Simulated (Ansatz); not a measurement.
Geometry optimisation, RHF/def2-SVP (Ansatz).

input.yaml

```yaml
crystal:
  periodic: [false, false, false]
  atoms:
    - { symbol: Ga, position_ang: [0.142201, 0.620226, -0.376121] }
    - { symbol: O, position_ang: [-0.154963, -0.171563, 2.481305] }
    - { symbol: H, position_ang: [-1.039456, -0.320994, 2.782852] }
    - { symbol: Cl, position_ang: [1.878395, -0.505092, -0.970646] }
    - { symbol: "N", position_ang: [-1.486937, 0.151414, -0.990788] }
    - { symbol: H, position_ang: [-1.67766, -0.713669, -1.454956] }
    - { symbol: H, position_ang: [-2.286814, 0.7493, -0.96013] }
    - { symbol: S, position_ang: [0.417898, 2.581106, 0.708871] }
    - { symbol: H, position_ang: [1.746572, 2.475908, 0.810221] }
    - { symbol: H, position_ang: [-0.011435, 0.786563, 2.548993] }
basis:
  gaussian: { orbitals: def2-SVP }
hamiltonian:
  xc: hf
relax:
  f_tol: 0.03
  max_steps: 50
```

Run as:

```bash
$ ansatz run input.yaml --threads 2 --pin off --max-ram 3072MiB --backend cpu --events-out ev --progress --plain --runs-dir out
```

Where does it end, and by what steps?

The forces met the threshold. The force dipped under the threshold on the way, but the program's further checks kept it going. After 13 steps the energy has fallen by 0.419 eV; H3 moved furthest, 0.79 Å. Joined: Ga1–O2 (2.98 → 2.14 Å).

```json
{"step": "0", "energy less start (eV)": "0.0000", "largest force component (eV/Å)": "1.259", "accepted": "yes"}
{"step": "1", "energy less start (eV)": "-0.0092", "largest force component (eV/Å)": "2.180", "accepted": "yes"}
{"step": "2", "energy less start (eV)": "-0.1644", "largest force component (eV/Å)": "1.687", "accepted": "yes"}
{"step": "3", "energy less start (eV)": "-0.3088", "largest force component (eV/Å)": "1.064", "accepted": "yes"}
{"step": "4", "energy less start (eV)": "-0.3629", "largest force component (eV/Å)": "0.923", "accepted": "yes"}
{"step": "5", "energy less start (eV)": "-0.3929", "largest force component (eV/Å)": "0.463", "accepted": "yes"}
{"step": "6", "energy less start (eV)": "-0.4059", "largest force component (eV/Å)": "0.357", "accepted": "yes"}
{"step": "7", "energy less start (eV)": "-0.3981", "largest force component (eV/Å)": "0.795", "accepted": "no"}
{"step": "8", "energy less start (eV)": "-0.4141", "largest force component (eV/Å)": "0.121", "accepted": "yes"}
{"step": "9", "energy less start (eV)": "-0.4165", "largest force component (eV/Å)": "0.111", "accepted": "yes"}
{"step": "10", "energy less start (eV)": "-0.4183", "largest force component (eV/Å)": "0.045", "accepted": "yes"}
{"step": "11", "energy less start (eV)": "-0.4187", "largest force component (eV/Å)": "0.029", "accepted": "yes"}
{"step": "12", "energy less start (eV)": "-0.4189", "largest force component (eV/Å)": "0.043", "accepted": "yes"}
{"step": "13", "energy less start (eV)": "-0.4190", "largest force component (eV/Å)": "0.005", "accepted": "yes"}
```

```xyz
10
Properties=species:S:1:pos:R:3
Ga 0.123 0.625 0.033
O -0.229 -0.147 1.994
H -1.139 -0.422 2.010
Cl 1.855 -0.556 -0.571
N -1.548 0.104 -0.550
H -1.609 -0.698 -1.151
H -2.171 0.810 -0.896
S 0.493 2.780 0.545
H 1.823 2.726 0.434
H -0.071 0.431 2.730
```

Whether the end is a true minimum wasn't checked by a vibrational analysis.

The run took 45 s on 2 threads of Arm Neoverse V1, with other jobs on the host, peak memory 0.3 GiB.
